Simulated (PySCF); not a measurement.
# Field gradients at the hydrogen positions

Compound: C₂H₇NOSi.
Structure used (PBE0-D3(BJ)/def2-SVP), in Å, numbered top down from 1:
```xyz
12
C2H7NOSi angstrom
C     -1.680    0.217    0.670
C     -0.793   -0.894    0.177
O     -1.179   -2.039    0.078
Si     1.062   -0.572   -0.278
N      1.511    1.098   -0.226
H     -1.258    0.637    1.599
H     -1.696    1.045   -0.056
H     -2.697   -0.157    0.852
H      1.875   -1.274    0.758
H      1.261   -1.225   -1.609
H      1.314    1.735   -0.988
H      2.317    1.400    0.307
```

Level: PBE0/pcSseg-1 (PySCF, non-relativistic); Q(2H) = 0.00286 b; rigid geometry, the same for H and D, with no vibrational averaging.

Task: Rank these positions by the coupling χzz of a deuteron there, largest first.
A. H11 (N–H hydrogen)
B. H9 (Si–H hydrogen)
C. H6 (methyl hydrogen)

Result: A (279 kHz), C (194 kHz), B (94 kHz).

Task: Give the electric field gradient Vzz (the principal value of largest size), its asymmetry and the 2H coupling at each hydrogen.

Result: 
```
atom  bonded to  bond length (Å)  Vzz (au)     η  χzz (kHz)
  H6         C1            1.103    0.2884  0.04        194
  H7         C1            1.102    0.2900  0.04        195
  H8         C1            1.099    0.2918  0.01        196
  H9        Si4            1.493    0.1400  0.04         94
 H10        Si4            1.496    0.1373  0.02         92
 H11         N5            1.013    0.4147  0.18        279
 H12         N5            1.012    0.4161  0.18        280
```

Task: Average by the element that carries the hydrogen.

Result: on C: 195 kHz over 3 positions, mean bond length 1.101 Å; on Si: 93 kHz over 2 positions, mean bond length 1.494 Å; on N: 279 kHz over 2 positions, mean bond length 1.012 Å.

Task: Give the 2H NMR doublet splittings at H11 for a magnetic field along the z, y and x axes of the gradient: 3χ/2, 3χ(1 + η)/4, 3χ(1 − η)/4.

Result: With |χ| = 278.7 kHz and η = 0.181: 418, 247 and 171 kHz, to first order and without motion.

Geometry: PBE0-D3(BJ)/def2-SVP, one conformer, isolated molecule. With a basis this small, the couplings can be 20 % off.
